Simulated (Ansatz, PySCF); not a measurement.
Series Al-XY, Y = hydroxy, computed as singlets and as triplets. All species are isolated molecules in the gas phase. One relaxed conformer stands for each flexible species; it need not be the lowest. Strings in code marks are SMILES.

Quantity: adiabatic spin-state energy, in kcal/mol. HF references are unrestricted for open shells and restricted for singlets. Levels without diffuse functions put anions too high.

Level 1: HSE06/aug-cc-pVTZ // PBE0-D3(BJ)/def2-TZVPD (Ansatz, a program for electronic structure)
Level 2: LC-ωPBE/aug-cc-pVTZ // PBE0-D3(BJ)/def2-TZVPD (Ansatz)
Level 3: PBE-D3(BJ)/def2-TZVPD // PBE0-D3(BJ)/def2-TZVPD (PySCF)
Level 4: HF/3-21G // PBE0-D3(BJ)/def2-TZVPD (PySCF)

```json
[
 {"species": "`N#[C][Al-][OH]`: multiplicity 3 minus multiplicity 1", "level 2": "28.1", "level 3": "30.5", "level 4": "24.4"},
 {"species": "`[NH2][Al-][OH]`: multiplicity 3 minus multiplicity 1", "level 2": "31.8", "level 3": "38.9", "level 4": "32.8"},
 {"species": "`[OH][Al-][SH]`: multiplicity 3 minus multiplicity 1", "level 2": "32.9", "level 3": "37.5", "level 4": "31.2"},
 {"species": "`[C-]#[N+][Al-][OH]`: multiplicity 3 minus multiplicity 1", "level 2": "34.6", "level 3": "38.1", "level 4": "31.8"},
 {"species": "`[OH][Al-][SiH3]`: multiplicity 3 minus multiplicity 1", "level 2": "19.1", "level 3": "23.7", "level 4": "16.1"},
 {"species": "`[OH][Al-][OH]`: multiplicity 3 minus multiplicity 1", "level 2": "33.4", "level 3": "41.2", "level 4": "33.2"},
 {"species": "`[OH][AlH-]`: multiplicity 3 minus multiplicity 1", "level 2": "20.4", "level 3": "25.4", "level 4": "16.8"},
 {"species": "`O=[CH][Al-][OH]`: multiplicity 3 minus multiplicity 1", "level 2": "15.1", "level 3": "10.6", "level 4": "21.5"}
]
```

What does level 1 give for each?


- `N#[C][Al-][OH]`: multiplicity 3 minus multiplicity 1: 28.7
- `[NH2][Al-][OH]`: multiplicity 3 minus multiplicity 1: 31.9
- `[OH][Al-][SH]`: multiplicity 3 minus multiplicity 1: 34.3
- `[C-]#[N+][Al-][OH]`: multiplicity 3 minus multiplicity 1: 35.5
- `[OH][Al-][SiH3]`: multiplicity 3 minus multiplicity 1: 21.0
- `[OH][Al-][OH]`: multiplicity 3 minus multiplicity 1: 33.7
- `[OH][AlH-]`: multiplicity 3 minus multiplicity 1: 20.6
- `O=[CH][Al-][OH]`: multiplicity 3 minus multiplicity 1: 12.5
